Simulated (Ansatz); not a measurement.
Molecule: C4H6NS, net charge 1, singlet state. It need not be the lowest isomer of its formula. 
Coordinates optimised at B3LYP-D3(BJ)/def2-TZVP (Ansatz, a quantum-chemistry and plane-wave program):
SMILES: s1ccc([NH3+])c1
```xyz
12

N     -2.2388    -0.7871    -0.1268
C     -0.8285    -0.3522    -0.0446
C      0.2368    -1.2756     0.0644
C      1.4291    -0.6130     0.1228
S      1.2350     1.0887     0.0454
C     -0.4646     0.9615    -0.0685
H     -2.5199    -1.3192     0.7035
H     -2.8638     0.0194    -0.2007
H     -2.4047    -1.3811    -0.9462
H      0.1367    -2.3510     0.0977
H      2.4144    -1.0414     0.2077
H     -1.0868     1.8391    -0.1449
```
Charge +1, spin multiplicity 1.

Total electronic energies in hartree. Cores are frozen in the correlated levels unless marked. Spin-orbit coupling is left out. No relativistic terms. Basis-set limits of correlation are two-point, X^-3; Hartree-Fock from the larger set. The bracket is a focal-point correction in the basis named.

The Hartree-Fock reference is unstable (checked in the largest basis), which strains HF and MP2. 

```tsv
level	program	energy (Eh)
HF/6-31G*	Ansatz	-606.66693
HF/cc-pV(T+d)Z	Ansatz	-606.78575
PBE-D4/def2-TZVPD	Ansatz + dftd4	-608.38192
revPBE/def2-TZVPD	Ansatz	-608.67893
B97M-V/def2-TZVPD	Ansatz	-608.70128
PBE0/def2-TZVP	Ansatz	-608.41875
BHLYP-D4/def2-TZVPD	Ansatz + dftd4	-608.68128
r2SCANh-D4/def2-TZVPD	Ansatz + dftd4	-608.64787
HSE06-D4/def2-TZVPD	Ansatz + dftd4	(withheld)
CAM-B3LYP-D3(BJ)/def2-TZVPD	Ansatz + dftd3	-608.70622
CAM-B3LYP/def2-TZVPD	Ansatz	-608.69703
LC-wPBE-D4/def2-TZVPD	Ansatz + dftd4	-608.55373
wB97M-V/def2-TZVPD	Ansatz	-608.69660
wB97X-V/def2-TZVPD	Ansatz	-608.68144
B2GP-PLYP-D3(BJ)/def2-TZVPD	Ansatz + dftd3	(withheld)
MP2/cc-pV(D+d)Z	Ansatz	-607.54454
MP2/cc-pV(T+d)Z	Ansatz	-607.80395
RI-MP2/CBS(cc-pV(T+d)Z,cc-pV(Q+d)Z)	Ansatz	-607.9380
CCSD/cc-pV(T+d)Z	Ansatz	-607.83316
CCSD/cc-pV(Q+d)Z	Ansatz	-607.90638
CCSD(T)/cc-pV(D+d)Z	Ansatz	-607.62252
RI-MP2/CBS(cc-pV(T+d)Z,cc-pV(Q+d)Z)+[CCSD(T)-MP2]/cc-pV(T+d)Z	Ansatz	-608.0217
CCSD(T)/CBS(cc-pV(T+d)Z,cc-pV(Q+d)Z)	Ansatz	-608.0104
```

Task: What belongs in the gaps?

Result: 
- HSE06-D4/def2-TZVPD, energy (Eh): -608.40940
- B2GP-PLYP-D3(BJ)/def2-TZVPD, energy (Eh): -608.41233
